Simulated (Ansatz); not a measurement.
Geometry optimisation, RKS revPBE/def2-SVP in Ansatz.

input.yaml

```yaml
crystal:
  periodic: [false, false, false]
  atoms:
    - { symbol: Sn, position_ang: [0.354987, -0.23904, 0.004099] }
    - { symbol: H, position_ang: [0.234372, -0.011517, 1.715744] }
    - { symbol: O, position_ang: [2.278421, -0.153563, -0.548035] }
    - { symbol: H, position_ang: [2.373069, -0.408833, -1.48674] }
    - { symbol: Cl, position_ang: [-0.812087, 1.470182, -1.174438] }
    - { symbol: Cl, position_ang: [-0.523164, -2.326231, -0.719574] }
    - { symbol: Si, position_ang: [-3.036929, 0.147102, 1.467207] }
    - { symbol: H, position_ang: [-3.195077, -0.537052, 0.143039] }
    - { symbol: H, position_ang: [-3.866578, -0.5713, 2.496526] }
    - { symbol: H, position_ang: [-3.477885, 1.580163, 1.376264] }
    - { symbol: H, position_ang: [-1.625429, 0.09799, 1.901008] }
basis:
  gaussian: { orbitals: def2-SVP }
hamiltonian:
  xc: revpbe
relax:
  f_tol: 0.03
  max_steps: 50
```

Launched with:

```bash
$ ansatz run input.yaml --threads 4 --pin off --max-ram 5120MiB --backend cpu --events-out ev --progress --plain --runs-dir out
```

Where does it end, and by what steps?

The forces met the threshold. The force dipped under the threshold on the way, but the program's further checks kept it going. After 18 steps the energy has fallen by 0.288 eV; H2 moved furthest, 1.25 Å.

```tsv
step	energy less start (eV)	largest force component (eV/Å)	accepted
0	0.0000	0.884	yes
1	-0.1445	0.150	yes
2	-0.2042	0.147	yes
3	-0.2564	0.261	yes
4	-0.2747	0.126	yes
5	-0.2809	0.178	yes
6	-0.2834	0.123	yes
7	-0.2849	0.041	yes
8	-0.2855	0.038	yes
9	-0.2862	0.037	yes
10	-0.2861	0.075	no
11	-0.2868	0.037	yes
12	-0.2866	0.086	no
13	-0.2872	0.034	yes
14	-0.2879	0.029	yes
15	-0.2880	0.042	yes
16	-0.2881	0.038	yes
17	-0.2883	0.018	yes
18	-0.2884	0.016	yes
```

```xyz
11
Properties=species:S:1:pos:R:3
Sn 1.052 -0.398 -0.097
H 1.433 -0.322 1.577
O 2.749 -0.118 -1.118
H 2.574 -0.148 -2.080
Cl -0.514 1.276 -0.733
Cl 0.092 -2.479 -0.713
Si -3.737 0.249 1.663
H -3.713 -0.628 0.442
H -4.894 -0.145 2.540
H -3.883 1.690 1.259
H -2.456 0.071 2.434
```

Whether the end is a true minimum wasn't checked by a vibrational analysis.

Run time: 33 s on 4 threads of Arm Neoverse V1 (shared host), peak memory 0.19 GiB.
